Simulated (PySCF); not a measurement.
Harmonic spectrum computed at PBE0 in the def2-SVP basis family (core potentials from Rb on, PySCF, no spin–orbit coupling):

```csv
ω (cm⁻¹),IR (km/mol)
46,13.9
94,20.4
163,1.9
239,13.8
278,63.9
960,171
```

Question: Which molecule gave it? In each, all ligands are bound to the one heavy central atom.
A. MoOBr₂ (triplet)
B. PbOBr₂ (singlet)
C. HfOBr₂ (singlet)
D. TiOBr₂ (singlet)

Answer: C. It has Cs symmetry with Hf–Br 2.518 Å (×2), Hf–O 1.743 Å.
